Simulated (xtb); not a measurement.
F3Lu (SMILES [F][Lu]([F])[F]), singlet, at a GFN2-xTB geometry (such geometries of metal compounds can be far from the true shape); GFN1-xTB in xtb.

Input for xtb:
```
$ xtb mol.xyz --gfn 1 --opt --json

# file mol.xyz
4

Lu     0.00000000    -0.00000000     0.00000000
F     -1.59775730    -0.97463938     0.04652633
F      0.01247464     1.74527346    -0.67733296
F      1.58528266    -0.77063408     0.63080664
```

The log (banner, timings and long lists left out):

```
   ID    Z sym.   atoms
    1   71 Lu     1
    2    9 F      2-4

           -------------------------------------------------
          |                Calculation Setup                |
           -------------------------------------------------

           -------------------------------------------------
          |                 G F N 1 - x T B                 |
           -------------------------------------------------

          ...................................................
          :                      SETUP                      :
          :.................................................:
          :  # basis functions                  22          :
          :  # atomic orbitals                  21          :
          :  # shells                            9          :
          :  # electrons                        24          :
          :  # halogen bonds                     0          :
          :  max. iterations                   250          :
          :  Hamiltonian                  GFN1-xTB          :
          :  restarted?                      false          :
          :  GBSA solvation                  false          :
          :  PC potential                    false          :
          :  electronic temp.          300.0000000     K    :
          :  accuracy                    1.0000000          :
          :  -> integral cutoff          0.2500000E+02      :
          :  -> integral neglect         0.1000000E-07      :
          :  -> SCF convergence          0.1000000E-05 Eh   :
          :  -> wf. convergence          0.2000000E-04 e    :
          :  Broyden damping             0.4000000          :
          :  net charge                          0          :
          :  unpaired electrons                  0          :
          ...................................................

 iter      E             dE          RMSdq      gap      omega  full diag
   1    -15.8705506 -0.158706E+02  0.952E+00    0.86       0.0  T
   2    -16.1848367 -0.314286E+00  0.794E+00    9.25       1.0  T
   3    -16.3994356 -0.214599E+00  0.546E+00    6.18       1.0  T
   4    -15.8269564  0.572479E+00  0.929E+00    0.81       1.0  T
   5    -16.4778420 -0.650886E+00  0.209E+00    4.69       1.0  T
   6    -16.4718651  0.597685E-02  0.211E+00    4.83       1.0  T
   7    -16.4956841 -0.238190E-01  0.119E+00    4.14       1.0  T
   8    -16.5035132 -0.782909E-02  0.268E-01    3.60       1.0  T
   9    -16.5031623  0.350924E-03  0.195E-01    3.42       1.0  T
  10    -16.5031140  0.482639E-04  0.207E-01    3.41       1.0  T
  11    -16.5036009 -0.486925E-03  0.201E-02    3.54       2.5  T
  12    -16.5036016 -0.687767E-06  0.251E-03    3.54      19.9  T
  13    -16.5036017 -0.651043E-07  0.229E-04    3.54     218.1  T
  14    -16.5036017 -0.247859E-09  0.200E-05    3.54    2502.0  T
  15    -16.5036017 -0.391154E-11  0.916E-09    3.54  100000.0  T

   *** convergence criteria satisfied after 15 iterations ***

         :::::::::::::::::::::::::::::::::::::::::::::::::::::
         ::                     SUMMARY                     ::
         :::::::::::::::::::::::::::::::::::::::::::::::::::::
         :: total energy             -16.487465294629 Eh    ::
         :: gradient norm              0.007295439695 Eh/a0 ::
         :: HOMO-LUMO gap              3.540835983412 eV    ::
         ::.................................................::
         :: SCC energy               -16.503601685806 Eh    ::
         :: -> electrostatic           0.204129869059 Eh    ::
         :: repulsion energy           0.016691184308 Eh    ::
         :: dispersion energy         -0.000554793131 Eh    ::
         :: halogen bond corr.         0.000000000000 Eh    ::
         :: add. restraining           0.000000000000 Eh    ::
         :: total charge              -0.000000000000 e     ::
         :::::::::::::::::::::::::::::::::::::::::::::::::::::

[...]
 * total energy  :   -16.4874653 Eh     change        0.1776357E-13 Eh
 * total energy  :   -16.4875978 Eh     change       -0.1325483E-03 Eh
 * total energy  :   -16.4876702 Eh     change       -0.7233316E-04 Eh
 * total energy  :   -16.4876704 Eh     change       -0.1888257E-06 Eh
   *** GEOMETRY OPTIMIZATION CONVERGED AFTER 4 ITERATIONS ***
         :: total energy             -16.487670364894 Eh    ::
[...]
         ::.................................................::
         :: SCC energy               -16.501409918038 Eh    ::
         :: -> electrostatic           0.205221447853 Eh    ::
         :: repulsion energy           0.014292455707 Eh    ::
         :: dispersion energy         -0.000552902563 Eh    ::
         :: halogen bond corr.         0.000000000000 Eh    ::
         :: add. restraining           0.000000000000 Eh    ::
         :: total charge               0.000000000000 e     ::
         :::::::::::::::::::::::::::::::::::::::::::::::::::::

           -------------------------------------------------
          |                Property Printout                |
           -------------------------------------------------

    * Orbital Energies and Occupations

         #    Occupation            Energy/Eh            Energy/eV
      -------------------------------------------------------------
         1        2.0000           -0.8336193             -22.6839
         2        2.0000           -0.8154851             -22.1905
         3        2.0000           -0.8154851             -22.1905
         4        2.0000           -0.5221031             -14.2071
         5        2.0000           -0.5195655             -14.1381
         6        2.0000           -0.5044505             -13.7268
         7        2.0000           -0.5044505             -13.7268
         8        2.0000           -0.4980784             -13.5534
         9        2.0000           -0.4980784             -13.5534
        10        2.0000           -0.4979387             -13.5496
        11        2.0000           -0.4979387             -13.5496
        12        2.0000           -0.4972423             -13.5307 (HOMO)
        13                         -0.3684570             -10.0262 (LUMO)
        14                         -0.3614049              -9.8343
        15                         -0.3614049              -9.8343
        16                         -0.3428635              -9.3298
        17                         -0.3428635              -9.3298
        18                         -0.1773627              -4.8263
        19                         -0.1211023              -3.2954
        20                          0.0708564               1.9281
        21                          0.0708564               1.9281
      -------------------------------------------------------------
                  HL-Gap            0.1287853 Eh            3.5044 eV
             Fermi-level           -0.4328497 Eh          -11.7784 eV

  Mulliken/CM5 charges         n(s)   n(p)   n(d)
     1Lu    1.36250  1.93706   0.603  0.885  0.150
     2F    -0.45417 -0.64569   1.704  5.750  0.000
     3F    -0.45417 -0.64569   1.704  5.750  0.000
     4F    -0.45417 -0.64569   1.704  5.750  0.000

Wiberg/Mayer (AO) data.
largest (>0.10) Wiberg bond orders for each atom

 ---------------------------------------------------------------------------
     #   Z sym  total        # sym  WBO       # sym  WBO       # sym  WBO
 ---------------------------------------------------------------------------
     1  71 Lu   2.650 --     3 F    0.883     4 F    0.883     2 F    0.883
     2   9 F    0.963 --     1 Lu   0.883
     3   9 F    0.963 --     1 Lu   0.883
     4   9 F    0.963 --     1 Lu   0.883
 ---------------------------------------------------------------------------

Topologies differ in total number of bonds
Writing topology from bond orders to xtbtopo.mol

 dipole moment from electron density (au)
     X       Y       Z
   0.0000  -0.0000  -0.0000  total (Debye):    0.000

optimized geometry written to: xtbopt.xyz

           -------------------------------------------------
          | TOTAL ENERGY              -16.487670364894 Eh   |
          | GRADIENT NORM               0.000106626831 Eh/α |
          | HOMO-LUMO GAP               3.504426102530 eV   |
           -------------------------------------------------

normal termination of xtb
```
